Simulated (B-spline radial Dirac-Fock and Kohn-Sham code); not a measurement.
**Muonic isotope shifts in neon**

Calculated with a B-spline atomic structure program, using the Dirac equation of a negative muon with reduced mass in the field of a spherical finite nucleus, with the Uehling potential to all orders; nuclear polarisation, deformation, hyperfine structure, self-energy, higher-order vacuum polarisation, relativistic recoil and electron screening are left out. Nuclear charge: Fermi distribution (skin thickness 2.3 fm); radii from Angeli and Marinova (2013). Reference ²²Ne, radius 2.9525 fm: 2p3/2 → 1s1/2 207.5 keV, 3d5/2 → 2p3/2 39.00 keV.

| A | radius (fm) | δ⟨r²⟩ (fm²) | shift 2p3/2 → 1s (keV) | shift 3d5/2 → 2p3/2 (keV) |
| --- | --- | --- | --- | --- |
| 17 | 3.0413 | +0.532 | -0.52 | -0.06 |
| 18 | 2.9714 | +0.112 | -0.27 | -0.04 |
| 19 | 3.0082 | +0.332 | -0.30 | -0.03 |
| 20 | 3.0055 | +0.316 | -0.24 | -0.02 |
| 21 | 2.9695 | +0.101 | -0.09 | -0.01 |
| 23 | 2.9104 | -0.247 | +0.15 | +0.01 |
| 24 | 2.9007 | -0.303 | +0.21 | +0.02 |
| 25 | 2.9316 | -0.123 | +0.18 | +0.02 |
| 26 | 2.9251 | -0.161 | +0.23 | +0.03 |
| 28 | 2.9642 | +0.069 | +0.19 | +0.04 |
